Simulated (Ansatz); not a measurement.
H3AlN, SMILES `[NH2][AlH-]` (excited triplet) (charge -1, multiplicity 3). This triplet is an excited state, 1.12 eV above the relaxed singlet at the level frozen-core CCSD(T)/aug-cc-pVTZ // PBE0-D3(BJ)/def2-TZVPD (Ansatz, an electronic-structure program).

Calculation: HSE06/aug-cc-pVTZ // PBE0-D3(BJ)/def2-TZVPD (Ansatz).

Ansatz 0.2 input:
```yaml
crystal:
  periodic: [false, false, false]
  atoms:
    - { symbol: N, position_ang: [-0.694859, 0.190208, 0.103641] }
    - { symbol: Al, position_ang: [0.957671, -0.513673, -0.404245] }
    - { symbol: H, position_ang: [-1.199834, 0.72529, -0.590125] }
    - { symbol: H, position_ang: [-1.352226, -0.445047, 0.536015] }
    - { symbol: H, position_ang: [2.289249, 0.043223, 0.354715] }
basis:
  gaussian: { orbitals: aug-cc-pVTZ }
hamiltonian:
  xc: hse06
total_charge: -1
magnetization:
  spin_polarized: true
  initial_magnetization: 2
```

Output:

```
Functional definition: HSE06
752 factors; their error is unknown
79 factors; integrals over basis functions are off by at most 1.8e-5 eV
mean field evaluation 1: about -8129.7710 eV, gradient 1.5e1 eV
mean field evaluation 2: about -8129.1352 eV, gradient 2.0e1 eV
mean field evaluation 4: about -8130.9859 eV, gradient 6.4e-1 eV
mean field evaluation 8: about -8130.9995 eV, gradient 1.5e-1 eV
mean field evaluation 16: about -8130.9997 eV, gradient 1.2e-5 eV
mean field evaluation 32: about -8130.5196 eV, gradient 1.3e0 eV
mean field -8130.99966061 eV, -298.8087261380 hartree, gradient 1.2e-5 eV, S^2 2.002334; 6 other end points of the search recorded, 0 dependent functions left out
reference -8130.99972035 eV, -298.8087283332 hartree; 13, 11 occupied and 152, 154 virtual orbitals, 752 factors
Total energy: -8130.99972035 eV, -298.8087283332 hartree
```
